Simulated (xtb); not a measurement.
NbBr5, SMILES [Br][Nb]([Br])([Br])([Br])[Br], multiplicity 1. All values are semi-empirical tight-binding results from xtb (GFN2-xTB unless named), good for trends rather than for accurate numbers. Coordinates come from a GFN2-xTB optimisation. The multiplicity is an assumed one; other spin states were not compared.

For metal compounds this method's bond lengths and energies can be far off.

```json
{
 "point_group_as_xtb_finds_it": "D3h",
 "orbital_gap": "1.78 eV",
 "zero_point_energy": "2.5 kcal/mol",
 "G − E(el) at 298.15 K (modified RRHO)": "-22.7 kcal/mol"
}
```
